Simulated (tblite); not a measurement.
C₅H₁₁F₃GaN.
Z-matrix (Å and degrees, GFN2-xTB geometry), rows numbered from 1:
```
C 
N   1  1.4589
C   2  1.4587  1  110.30
C   2  1.4586  1  109.99  3  -121.52
Ga  2  2.1196  1  109.40  3   120.57
C   5  2.0193  2  100.17  1   -60.17
F   6  1.3607  5  138.48  2    -0.64
C   6  1.3201  5  102.02  2   179.77
F   8  1.3233  6  135.02  5   179.89
F   8  1.3722  6  114.80  5    -0.28
H   1  1.0949  2  111.49  3    63.47
H   1  1.0927  2  109.01  3  -175.76
H   1  1.0908  2  109.46  3   -57.33
H   3  1.0947  2  111.49  1   -62.30
H   3  1.0922  2  109.02  1   176.90
H   3  1.0906  2  109.39  1    58.55
H   4  1.0951  2  111.62  1    60.80
H   4  1.0922  2  109.13  1   -60.26
H   4  1.0921  2  109.10  1  -178.19
H   5  1.5394  2  101.25  1    57.63
H   5  1.5391  2  101.32  1  -177.62
```

Computed values, GFN2-xTB/tblite, gas phase, harmonic and unscaled. This tight-binding method is rough: wavenumbers can miss measured ones by several per cent, in bad cases by 10 to 20. Modes of hydrogen on gallium can be 10 to 20 % off. One conformer, not necessarily the lowest.

Harmonic wavenumbers (cm⁻¹): 46.3, 53.7, 74.4, 112.5, 142.0, 156.0, 158.8, 203.6, 212.5, 219.8, 259.0, 267.4, 296.4, 316.1, 416.7, 425.8, 432.6, 441.8, 465.8, 485.5, 552.7, 584.0, 633.8, 705.3, 875.9, 920.9, 1022.7, 1036.5, 1037.9, 1062.6, 1078.3, 1081.3, 1140.7, 1222.9, 1253.3, 1257.3, 1406.3, 1406.7, 1426.9, 1456.8, 1460.1, 1462.3, 1473.6, 1475.2, 1481.0, 1715.1, 1752.8, 1783.8, 2941.5, 2945.1, 2950.0, 2975.3, 2979.7, 2982.8, 2984.7, 3001.7, 3006.1.

A = 1803, B = 608.9, C = 504.5 MHz; mass 211.010 u (most abundant isotopes); point group Cs, symmetry number 1.

Zero-point energy?

Half the sum of the wavenumbers: 32860 cm⁻¹ = 393.10 kJ/mol.

What is S at 298.15 K and 1 bar for an ideal gas of classical rigid rotors and harmonic oscillators?

Translation 175.60, rotation 128.62, vibration 186.67: S = 490.9 J/(mol K).

And Cp and H(298.15 K) − H(0)?

Cp = 211.79 J/(mol K), of which vibrations give 178.53 (their classical limit is 57 R = 473.9); H(298.15 K) − H(0) = 39.08 kJ/mol without the zero-point energy, 29.17 from vibrations.

Which modes carry the vibrational entropy at 298.15 K?

46.3 cm⁻¹: 20.79; 53.7 cm⁻¹: 19.57; 74.4 cm⁻¹: 16.88; 112.5 cm⁻¹: 13.49; 142.0 cm⁻¹: 11.62; 156.0 cm⁻¹: 10.87 J/(mol K); the other 51 give 93.45 together.

Blend soft modes into free rotors: weight 1/[1 + (100 cm⁻¹/ν̃)⁴] for the oscillator and the rest for a rotor with moment μB/(μ + B), μ = h/(8π²ν), B = 10⁻⁴⁴ kg m². What vibrational entropy results?

172.74 J/(mol K) in place of 186.67, which changes −T·S at 298.15 K by +4.15 kJ/mol.

Hindered rotation and anharmonicity are outside this model. Other conformers, if any are populated, would add a mixing term that is left out.

Hardware: one thread, Arm Neoverse V2 (aarch64) (shared host). Cost: 0.8 s of wall time. The figure is for the frequency step alone.
